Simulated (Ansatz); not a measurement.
`F[Si](F)(F)[SiH3]` + `CC[SiH2]O` → `CC[SiH2]O[SiH3]` + `F[SiH](F)F`  (cleavage of the Si–Si bond)

Calculated with Ansatz (gas phase, PBE0-D4/def2-TZVP geometries, no zero-point term in ΔE). CBS: MP2 limit from def2 TZ/QZ plus the TZ coupled-cluster correction, frozen cores. Functionals use def2-TZVPP. Each species was taken in one conformer, which may not be the lowest.

```csv
level,ΔE (kJ/mol)
r2SCAN,-106.0
CCSD(T)/def2-TZVPP,-117.4
```

Q: What does CCSD(T)/CBS give? (An estimate is asked.)

A: The calculation gave: -116.6 kJ/mol. The listed levels differ from it by 10.6, -0.8 kJ/mol.

Largest T1 diagnostic among the species: 0.013.

From PBE to PBE0 (25 % exact exchange), in def2-TZVPP and without D4, ΔE moves by −11.4 kJ/mol. In def2-TZVPP, CCSD(T) changes the Hartree–Fock value by +24.2 kJ/mol (the triples alone add +3.4 kJ/mol) and MP2 by +15.2 kJ/mol.
